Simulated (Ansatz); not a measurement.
Reaction (cleavage of the Al–Ga bond): `[SiH3][CH2][AlH][GaH2]` + H–F → `[F][AlH][CH2][SiH3]` + `[GaH3]`

Program: Ansatz. Geometries: PBE0-D4/def2-TZVP. ΔE: electronic, gas phase. CCSD(T)/CBS is the MP2 limit (def2-TZVPP, def2-QZVPP) plus CCSD(T) − MP2 in def2-TZVPP, frozen cores. This one scheme is used for every species. Functionals use def2-TZVPP. HSE06 is defined as in plane-wave codes. For Ga outer-core shells are correlated without core-valence functions, which leaves a few kJ/mol of doubt a bond. Scalar relativity is left out up to krypton. One conformer a species, not always the lowest.

`[SiH3][CH2][AlH][GaH2]`:

```xyz
12

Si   -0.722   -1.061   -0.686
C    -1.445    0.376    0.231
Al    0.063    1.631    0.490
Ga    2.096    0.166    0.383
H    -0.470   -0.731   -2.113
H    -1.451   -2.355   -0.604
H     0.653   -1.364   -0.102
H    -2.336    0.784   -0.252
H    -1.737    0.041    1.237
H    -0.196    3.190    0.692
H     2.585   -0.647    1.647
H     2.960   -0.030   -0.924
```

H–F:

```xyz
2

F     0.350    0.143    0.262
H    -0.350   -0.143   -0.262
```

`[F][AlH][CH2][SiH3]`:

```xyz
10

F    -2.085    1.206   -1.600
Al   -0.458    1.068   -1.351
C     0.155    0.633    0.432
Si    0.297   -1.197    0.781
H     0.473    1.298   -2.603
H     1.144    1.083    0.582
H    -0.531    1.068    1.168
H     1.195   -1.840   -0.220
H    -1.037   -1.847    0.676
H     0.849   -1.474    2.135
```

`[GaH3]`:

Cartesian coordinates in Å:
```
Ga 0.000 0.000 0.000
H 0.441 -1.455 -0.386
H 0.650 1.233 -0.719
H -1.090 0.222 1.106
```

| level | ΔE (kJ/mol) | difference from CCSD(T)/CBS |
| --- | --- | --- |
| PBE-D4 | -143.0 | 19.1 |
| r2SCAN-D4 | -165.4 | -3.3 |
| PBE-QIDH | -162.3 | -0.2 |
| r2SCAN | -167.4 | -5.3 |
| HSE06 | -154.8 | 7.3 |
| RPA@PBE/def2-TZVPP | -166.4 | -4.3 |
| HF/def2-TZVPP | -210.3 | -48.2 |
| MP2/def2-TZVPP | -171.1 | -9.0 |
| MP2/def2-QZVPP | -171.0 | -8.9 |
| MP2/CBS(def2) | -168.6 | -6.5 |
| CCSD(T)/CBS | -162.1 | 0 |

Q: What do rigid-rotor, harmonic-oscillator terms from PBE0-D4/def2-TZVP frequencies (298.15 K, 1 bar) make of the CCSD(T)/CBS value? (Estimate.)

A: The calculation gave: ΔZPE = -4.1 kJ/mol, ΔH = -168.0 kJ/mol, ΔS = 20 J/(mol·K), ΔG = -173.9 kJ/mol. Modes under 50 cm⁻¹ make the entropy rough.

Largest T1 diagnostic among the species: 0.013.

From BLYP to BHLYP (50 % exact exchange), in def2-TZVPP and without D4, ΔE moves by −7.2 kJ/mol. Leaving LDA and LC-ωPBE aside and taking each functional with its dispersion term where it has one, the values, not all of them listed here, spread over 39.5 kJ/mol, from CAM-B3LYP-D4 to PBE-D4. LDA lies +17.3 kJ/mol from PBE without D4.

CCSD(T)/CBS has its own doubt, a few kJ/mol and more with outer-core shells, so smaller differences from it don't rank the levels.
